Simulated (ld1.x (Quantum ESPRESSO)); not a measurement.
The numbers below are computed, except where a source is named.
**Potentials for chlorine compared**

Generated with ld1.x 7.5 (TM, RRKJ, ultrasoft, PAW), atompaw 4.2 or ONCVPSP 4.0.1. The cutoff is in Ry: for ld1.x and atompaw files where the sum of valence levels is converged to 10 mRy in a Bessel basis, for ONCV files where the hardest occupied wave has 1 mHa per electron of residual kinetic energy. The error is the largest all-electron minus pseudo excitation energy over each file’s own four to seven test configurations (ionisations up to +4, promotions, holes and added fractions of an electron), all of which were solved. The labels leave out finer settings (local radius, basis sizes, second energies), which also bear on the numbers. Spin-polarised tests are not counted. The rows are a selection from randomly drawn settings: files with unsolved tests, undetermined cutoffs or missed reference levels are left out.

A true bound ghost makes a file unfit for plane-wave use even where its test errors are small: the radial tests pick states by their node count and pass the ghost by.

```tsv
potential	cutoff (Ry)	largest error (meV)	bound ghosts
TM, PBE, scalar-relativistic, rc 1.35/1.50 (sp), local smoothed, core correction no, reference 3s2 3p5	45	+275	none
TM, PBEsol, non-relativistic, rc 1.05/1.35 (sp), local smoothed, core correction yes, reference 3s2 3p4.75	70	+23	s
TM, LDA (PZ), scalar-relativistic, rc 1.20/1.50 (sp), local smoothed, core correction no, reference 3s2 3p5	45	+399	none
ultrasoft, PBE, non-relativistic, rc 1.20/1.75 (sp), local smoothed, core correction yes, reference 3s2 3p5	25	+54	none
TM, PBEsol, scalar-relativistic, rc 1.10/1.20 (sp), local smoothed, core correction no, reference 3s2 3p2	70	+137	none
RRKJ, LDA (PZ), scalar-relativistic, rc 1.15/1.20/1.10 (spd), local s, core correction yes, reference 3s2 3p5	55	+88	none
```

Q: Fill in the row for Cl: RRKJ, PBE, non-relativistic, rc 1.05/1.00 (sp), local p, core correction no, reference 3s2 3p5.

A: cutoff 140 Ry, largest error +91 meV, bound ghosts: none.

Q: Fill in the row for Cl: TM, PBE, scalar-relativistic, rc 1.15/1.35/1.20 (spd), local smoothed, core correction yes, reference 3s2 3p4.

A: cutoff 50 Ry, largest error +206 meV, bound ghosts: none.
